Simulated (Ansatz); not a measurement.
Four-centre ligand exchange

Start structure (BNH5O2F, singlet), relaxed at PBE0-D4/def2-TZVP:

```json
{"atom": "B1", "x (Å)": "-0.1680", "y (Å)": "0.1018", "z (Å)": "-0.4905"}
{"atom": "F2", "x (Å)": "0.4204", "y (Å)": "-0.6554", "z (Å)": "-1.5055"}
{"atom": "O3", "x (Å)": "0.2850", "y (Å)": "1.4469", "z (Å)": "-0.4488"}
{"atom": "O4", "x (Å)": "-1.5621", "y (Å)": "-0.0728", "z (Å)": "-0.3216"}
{"atom": "H5", "x (Å)": "1.4438", "y (Å)": "-0.7835", "z (Å)": "0.8525"}
{"atom": "N6", "x (Å)": "0.4374", "y (Å)": "-0.6678", "z (Å)": "0.8964"}
{"atom": "H7", "x (Å)": "0.9723", "y (Å)": "1.5943", "z (Å)": "-1.0997"}
{"atom": "H8", "x (Å)": "-2.0277", "y (Å)": "0.7235", "z (Å)": "-0.5780"}
{"atom": "H9", "x (Å)": "0.1992", "y (Å)": "-0.1082", "z (Å)": "1.7078"}
{"atom": "H10", "x (Å)": "-0.0003", "y (Å)": "-1.5789", "z (Å)": "0.9874"}
```

The step: BH₂O₂F ([OH][B]([OH])[F]) + NH₃ → BNH₄O₂ ([NH2][B]([OH])[OH]) + HF; bonds formed: F2–H5; dative contacts that become bonds: B1–N6; bonds broken: B1–F2, H5–N6. Program: Ansatz 0.2.0. Basis: def2-TZVPP and def2-QZVPP. Cores are frozen in the correlated methods. Extrapolation: Hartree–Fock as exp(−7.88 √X), correlation as X^−2.97. Energies below are by CCSD(T) at an estimated basis limit (MP2 extrapolated from triple and quadruple zeta, plus CCSD(T) − MP2 in triple zeta).

Q: What are the electronic barrier and the energy of the step, from the start structure to the end structure? (Judge from chemistry; the value comes from the calculation.)

A: The calculation gives: Barrier 135.8 kJ/mol; step energy 47.4 kJ/mol (uphill); reverse barrier, their difference, 88.4 kJ/mol. Barrier and step energy count from the start structure, the reverse barrier from the end structure.

The saddle point: One imaginary mode of 919i cm⁻¹.
| pair | start (Å) | saddle (Å) | end (Å) |
| --- | --- | --- | --- |
| B1–N6 | 1.70 | 1.54 | 1.45 |
| F2–H5 | 2.57 | 1.22 | 0.96 |
| B1–F2 | 1.40 | 1.93 | 3.10 |
| H5–N6 | 1.01 | 1.21 | 1.71 |

Zero-point energy (harmonic, PBE0-D4): ZPE is 199.1 kJ/mol at the start and 187.3 kJ/mol at the saddle, so the barrier goes from 135.8 to 124.0 kJ/mol.

T1 diagnostic: at most 0.013.

The step is the kind of exchange with an N–H group that builds nitride films in atomic layer and chemical vapour deposition.

Labels in which every atom is bracketed show which atoms are joined, not bond orders.

For scale, one of the runs: CCSD(T)/def2-TZVPP, 225 basis functions, launched by `ansatz run in.yaml --threads 4 --pin off --events-out ev --progress --plain --max-ram 9574MiB`. The run took 3.1 min on 4 CPU threads of an Arm Neoverse N1 (shared host), with 4.1 GiB of host memory at its peak.
